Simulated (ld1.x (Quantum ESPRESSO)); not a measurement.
## Bi (Z = 83): excitation energies, all-electron against PAW

bismuth (Bi), PAW, made with ld1.x (Quantum ESPRESSO) 7.5 (BLYP, scalar-relativistic). Core [Kr] 4d10 4f14 5s2, reference 5p6 5d10 6s2 6p1 (charge +2). Waves: 6s (bound): rcut 1.65, rcutus 2.20 bohr; 6s channel at 0.05 Ry: rcut 1.65, rcutus 2.20 bohr; 5p (bound): rcut 1.35, rcutus 1.80 bohr; 6p (bound): rcut 1.35, rcutus 1.80 bohr; 5d (bound): rcut 1.85, rcutus 2.30 bohr; 5d channel at 0.05 Ry: rcut 1.85, rcutus 2.30 bohr. Local part: all-electron potential smoothed inside 1.60 bohr (lloc = -1). Core correction: Bessel-smoothed model core inside 1.45 bohr. Augmentation charge: BESSEL, radius 1.30 bohr.

Energies are relative to the spin-unpolarised reference configuration 5p6 5d10 6s2 6p1; without spin polarisation the order of configurations can differ from experiment. The frozen-core shift is the all-electron ΔE with the core orbitals held at their reference shape minus the fully relaxed ΔE.

```json
{"valence configuration": "5p6 5d10 6s2 6p3", "charge": "0", "ΔE all-electron (eV)": "-23.045", "error AE − PS (meV)": "+16", "frozen-core shift (meV)": "-9.2"}
{"valence configuration": "5p6 5d10 6s2 6p2", "charge": "+1", "ΔE all-electron (eV)": "-15.223", "error AE − PS (meV)": "+8.7", "frozen-core shift (meV)": "-6.3"}
{"valence configuration": "5p6 5d10 6s2 6p0", "charge": "+3", "ΔE all-electron (eV)": "23.417", "error AE − PS (meV)": "-11", "frozen-core shift (meV)": "+9.8"}
{"valence configuration": "5p6 5d10 6s1 6p0", "charge": "+4", "ΔE all-electron (eV)": "68.897", "error AE − PS (meV)": "-28", "frozen-core shift (meV)": "+25"}
{"valence configuration": "5p6 5d9 6s2 6p4", "charge": "0", "ΔE all-electron (eV)": "1.064", "error AE − PS (meV)": "-52", "frozen-core shift (meV)": "-4.6"}
{"valence configuration": "5p6 5d10 6s2 6p2.5", "charge": "+0.5", "ΔE all-electron (eV)": "-19.999", "error AE − PS (meV)": "+13", "frozen-core shift (meV)": "-8.1"}
```

Question: What are ΔE and the potential's error for 5p6 5d10 6s0 6p5?

Answer: ΔE = -2.458 eV all-electron; the error (AE − PS) is +60 meV.

Levels in the configuration 5p6 5d10 6s0 6p5:

```json
{"level": "5p", "all-electron (eV)": "-98.981", "pseudo (eV)": "-98.903"}
{"level": "5d", "all-electron (eV)": "-29.972", "pseudo (eV)": "-29.994"}
{"level": "6p", "all-electron (eV)": "-5.697", "pseudo (eV)": "-5.697"}
```

A variational frozen-core shift is positive and of second order in the change. This column holds negative values, so the frozen-core run of ld1.x carries numerical noise or an error of first order here, and the column gives no more than the rough size of the effect.

Note: ghost state, extra bound levels that the all-electron valence spectrum of the same l lacks: s at -90.9 eV. A true bound ghost makes a file unfit for plane-wave use.
